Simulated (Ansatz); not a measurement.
The cluster Hf4⁺. Total charge 1; doublet. Geometry PBE0-D4/def2-SVP.

Cartesian coordinates in Å:
```
Hf 2.142 0.091 0.969
Hf -2.143 -0.087 -0.966
Hf 0.253 1.161 -0.666
Hf -0.252 -1.164 0.664
```

In the def2 sets Hf takes a core potential; there is no spin–orbit coupling. At r2SCAN-D4/def2-TZVP the charge 1 doublet is spin-contaminated (final ⟨S²⟩ up to 0.89, 0.75 for a pure state). No other spin state of charge 1 was run. Another isomer (doublet) lies 0.87 eV lower at PBE0-D4/def2-TZVP; other spin states weren't run for this one.

Problem. Estimate the α-spin orbital energies around the gap (eV) in Ansatz with PBE-D4/def2-TZVP, BLYP-D4/def2-TZVP, r2SCAN-D4/def2-TZVP, PBE0-D4/def2-TZVP, ωB97M-V/def2-TZVP.

Solution. 
```tsv
orbital	PBE-D4/def2-TZVP	BLYP-D4/def2-TZVP	r2SCAN-D4/def2-TZVP	PBE0-D4/def2-TZVP	ωB97M-V/def2-TZVP
HOMO−5	-8.65	-8.46	-8.59	-9.20	-10.74
HOMO−4	-8.13	-7.94	-8.15	-8.83	-10.72
HOMO−3	-8.10	-7.94	-8.14	-8.83	-10.65
HOMO−2	-7.99	-7.83	-8.06	-8.69	-10.39
HOMO−1	-7.93	-7.76	-7.99	-8.58	-10.24
HOMO	-7.46	-7.30	-7.58	-7.88	-9.60
LUMO	-7.15	-7.02	-6.85	-6.12	-4.27
LUMO+1	-6.68	-6.52	-6.70	-6.02	-4.00
LUMO+2	-6.49	-6.35	-6.17	-5.59	-4.00
LUMO+3	-6.31	-6.25	-5.98	-5.57	-3.80
LUMO+4	-6.28	-6.22	-5.97	-5.46	-3.63
LUMO+5	-6.16	-6.03	-5.74	-5.04	-3.43
β HOMO	-7.69	-7.56	-7.66	-8.27	-9.92
β LUMO	-7.06	-6.96	-6.75	-6.03	-4.25
```
